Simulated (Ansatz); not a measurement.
Two shapes of singlet H6.

Shape 1:

```xyz
6

H     1.1000    0.0000    0.0000
H     0.5500    0.9526    0.0000
H    -0.5500    0.9526    0.0000
H    -1.1000    0.0000    0.0000
H    -0.5500   -0.9526    0.0000
H     0.5500   -0.9526    0.0000
```

Shape 2:

```xyz
6

H     1.0670    0.0000    0.0000
H     0.5335    0.9241    0.0000
H    -0.5335    0.9241    0.0000
H    -1.0670    0.0000    0.0000
H    -0.5335   -0.9241    0.0000
H     0.5335   -0.9241    0.0000
```

Basis set: 6-31G (spherical functions). All electrons are correlated. Charge 0, multiplicity 1.

Computed with Ansatz (development build ahead of 0.2.0); each method stands on the lowest determinant of its kind that the runs found.

Question: Which shape is lower in energy, and by how much in each method?

Answer:

```json
{"method": "RHF", "E(2) − E(1) (eV)": "-0.195"}
{"method": "RHF-MP2", "E(2) − E(1) (eV)": "-0.179"}
```

Shape 2 is lower. Caution: stretched shape with no unrestricted run beside it, a lower state can exist. Caution for RHF-MP2: bonds are stretched, where a single reference can fail.
